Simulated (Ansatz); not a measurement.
Job for Ansatz (a quantum-chemistry and plane-wave program): R-r2SCAN/def2-TZVPP on H2OSe (SMILES O[SeH]), atoms moved off the minimum.

Ansatz 0.2 input:
```yaml
crystal:
  periodic: [false, false, false]
  atoms:
    - {symbol: Se, position_ang: [-0.19173119, -0.10049131, 0.29094453]}
    - {symbol: H, position_ang: [-1.35695235, -0.43182257, -0.68537002]}
    - {symbol: O, position_ang: [1.05500306, 0.19025505, -0.95798418]}
    - {symbol: H, position_ang: [1.15824227, 1.11146781, -1.15116046]}
basis:
  gaussian:
    orbitals: def2-TZVPP
hamiltonian:
  xc: {name: r2SCAN}
scf: {lower_state_search: off}
output: {forces: true}
```

Output:

```
WARN ansatz: RAYON_NUM_THREADS=1 ignored (pool sized by the plan → 1); use --threads N
Functional definition: r2SCAN
these checks for a lower state are left out or cut short: stability, starts, cluster_reference, orbital_swaps, neighbouring_geometries, increment
integrals: 0.03 GiB planned
656 factors; their error is unknown
mean field: 0.26 GiB planned
mean field evaluation 1: about -67423.4523 eV, gradient 5.4e1 eV
mean field evaluation 2: about -67381.8180 eV, gradient 1.4e2 eV
mean field evaluation 4: about -67427.8989 eV, gradient 6.9e0 eV
mean field evaluation 8: about -67428.0406 eV, gradient 1.6e-1 eV
mean field evaluation 16: about -67428.0093 eV, gradient 1.6e-4 eV
mean field -67428.00929346 eV, -2477.9336371884 hartree, gradient 9.8e-6 eV, S^2 0.000000; 0 other end points of the search recorded, 0 dependent functions left out
the calculation of the forces begins
reference -67428.00930120 eV, -2477.9336374727 hartree; 22, 22 occupied and 85, 85 virtual orbitals, 656 factors
Total energy: -67428.00930120 eV, -2477.9336374727 hartree
Atom 0 at    -0.191731    -0.100491     0.290945 Å, force    -1.190423    -0.141717    -0.641337 eV/Å
Atom 1 at    -1.356952    -0.431823    -0.685370 Å, force     0.948260     0.312512     0.822607 eV/Å
Atom 2 at     1.055003     0.190255    -0.957984 Å, force     0.501913    -1.081455    -0.243733 eV/Å
Atom 3 at     1.158242     1.111468    -1.151160 Å, force    -0.259750     0.910661     0.062463 eV/Å
Dipole moment:    -0.135947     0.260230    -0.040848 e Å
Checks for a lower state left out: stability, starts, cluster_reference, orbital_swaps, neighbouring_geometries, increment
```

The calculation finished and met its thresholds.

Cost: roughly 1.5 core-seconds.
